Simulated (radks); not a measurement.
Task: Species: H I. Configuration: 2s1 (not the ground configuration). Method: non-relativistic Kohn-Sham, PBEsol, spin-polarised, spherical densities, point nucleus; open shells are filled with parallel spins first; computed with a radial shooting solver on a logarithmic mesh with Libxc functionals. Some entries of the table are withheld. Estimate them.

orbital  occ.  eigenvalue (hartree)  <1/r> (bohr^-1)  <r^2> (bohr^2)
1s up       0              -0.47127              (1)           2.479
2s up       1              -0.07951           0.2548             (2)
2p up       0              -0.06684           0.2287           33.46

Result: 
(1) 1s up <1/r> (bohr^-1): 1.118
(2) 2s up <r^2> (bohr^2): 37.49
